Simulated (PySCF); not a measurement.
Isomers of CH3NOSi. Method: PySCF, PBE0-D3(BJ)/def2-SVP geometry optimisation, gas phase. Energies are electronic, without zero-point or thermal terms, for one conformer each. No frequencies were run at this level. Point groups hold within 0.08 Å.

Question: Rank from lowest to highest electronic energy at this level (kcal/mol).
A. `[N:1]#[C:2][SiH2:3][OH:4]` with C2–Si3–O4–H 58°
B. Si(NCO)H3 (`[H][Si]([H])([H])N=C=O`)

Answer: B (0.0), A (10.0).

```json
{"SMILES": "[H][Si]([H])([H])N=C=O", "E (Eh)": "-458.88361", "E rel (kcal/mol)": "0.0", "dipole (D)": "2.12", "point group": "–", "A, B, C (MHz)": "84066, 2443, 2442"}
{"SMILES": "N#C[SiH2]O", "E (Eh)": "-458.86763", "E rel (kcal/mol)": "10.0", "dipole (D)": "2.92", "point group": "–", "A, B, C (MHz)": "17488, 3416, 2976"}
```

Question: How do the relative energies change in single points at PBE0/pcSseg-1 (no added dispersion term) on the same geometries?

Answer: 
| SMILES | PBE0-D3(BJ)/def2-SVP (kcal/mol) | PBE0/pcSseg-1 (kcal/mol) | shift |
| --- | --- | --- | --- |
| [H][Si]([H])([H])N=C=O | 0.0 | 0.0 | 0.0 |
| N#C[SiH2]O | 10.0 | 6.8 | -3.2 |

Each column counts from its own lowest isomer. The order is unchanged; the largest shift is 3.2 kcal/mol.
